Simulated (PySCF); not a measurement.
# `C(=N\N=C\C=C)/C`, C₅H₈N₂

Cartesian coordinates in Å; atom numbers follow the order of the lines, from 1:
```xyz
15

C     3.650   -0.086   -0.074
C     2.501    0.580   -0.001
C     1.222   -0.062    0.146
N     0.158    0.640    0.170
N    -1.038    0.279    0.443
C    -2.015   -0.014   -0.299
C    -3.373   -0.203    0.280
H     4.594    0.417   -0.192
H     3.682   -1.162   -0.020
H     2.476    1.659   -0.059
H     1.202   -1.151    0.228
H    -1.911   -0.133   -1.381
H    -3.741   -1.203    0.053
H    -4.068    0.514   -0.156
H    -3.344   -0.066    1.357
```

Method used: GIAO B3LYP/pcSseg-1 magnetisability, rotational g tensor and spin-rotation constants, non-relativistic, gas phase in PySCF 2.14.0. Geometry: GFN2-xTB.

Question: Give the nuclear spin-rotation constants along the inertial axes (H = +C I·J) beside the isotropic shieldings.

Answer: Rotational constants 20.9605, 0.9192, 0.9056 GHz. A star marks the isotopologue with that one atom substituted, in its own axes.
```csv
atom,isotope,Caa (kHz),Cbb (kHz),Ccc (kHz),mean (kHz),σ (ppm)
N4,14N,7.050,0.172,0.086,2.436,-142.7
N5,14N,6.511,0.098,0.168,2.259,-131.7
H8,1H,1.259,-0.067,-0.101,0.363,26.3
H9,1H,-2.043,0.076,-0.101,-0.689,26.3
H10,1H,-1.999,0.090,-0.098,-0.669,25.2
H11,1H,-1.704,0.075,-0.097,-0.575,25.1
H12,1H,-1.848,-0.087,0.063,-0.624,25.5
H13,1H,-1.743,0.007,-0.104,-0.613,29.8
H14,1H,-0.993,-0.059,-0.069,-0.374,29.7
H15,1H,-2.107,-0.101,0.022,-0.729,29.7
C1,13C*,7.877,0.368,0.137,2.794,57.2
C2,13C*,8.236,0.428,0.158,2.941,35.2
C3,13C*,7.748,0.346,0.203,2.766,49.7
C6,13C*,7.543,0.179,0.334,2.686,58.3
C7,13C*,3.129,0.152,0.143,1.142,157.4
```
For the geometry as given, no vibrational averaging.

Question: How do the rotational constants and the g tensor change when H8, H9, H10, H11, H12, H13, H14, H15 are replaced by deuterium?

Answer: Constants 14.1448, 0.7865, 0.7723 GHz; g -0.1930, -0.0074, -0.0029, against -0.2854, -0.0086, -0.0034 before.
